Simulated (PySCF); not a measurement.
Precursor series Nb Cl-F. Isolated molecules, 0 K electronic values unless said otherwise.

The HOMO from two functionals at the same geometries (PBE-D3(BJ)/def2-SVP), both in PySCF: PBE-D3(BJ)/def2-TZVP and TPSSh-D3(BJ)/def2-TZVP. 

| species | TPSSh-D3(BJ)/def2-TZVP (eV) |
|---|---|
| 0 of 5 Cl replaced by F | -8.51 |
| 1 of 5 Cl replaced by F ([Nb(Cl)4(F)]) | -8.69 |
| 2 of 5 Cl replaced by F ([Nb(Cl)3(F)2]) | -9.35 |
| 3 of 5 Cl replaced by F ([Nb(Cl)2(F)3]) | -9.49 |
| 4 of 5 Cl replaced by F ([Nb(Cl)(F)4]) | -10.17 |
| 5 of 5 Cl replaced by F | -11.17 |

Question: What does PBE-D3(BJ)/def2-TZVP give for each?

Answer: 
- 0 of 5 Cl replaced by F: -7.85
- 1 of 5 Cl replaced by F ([Nb(Cl)4(F)]): -8.03
- 2 of 5 Cl replaced by F ([Nb(Cl)3(F)2]): -8.61
- 3 of 5 Cl replaced by F ([Nb(Cl)2(F)3]): -8.76
- 4 of 5 Cl replaced by F ([Nb(Cl)(F)4]): -9.43
- 5 of 5 Cl replaced by F: -10.21
Over these rows, drawn at random from the members with no instability flagged (it was tested for open shells, ions and some series alone), PBE minus TPSSh-D3(BJ): mean +0.75 eV, from +0.66 eV to +0.95 eV.
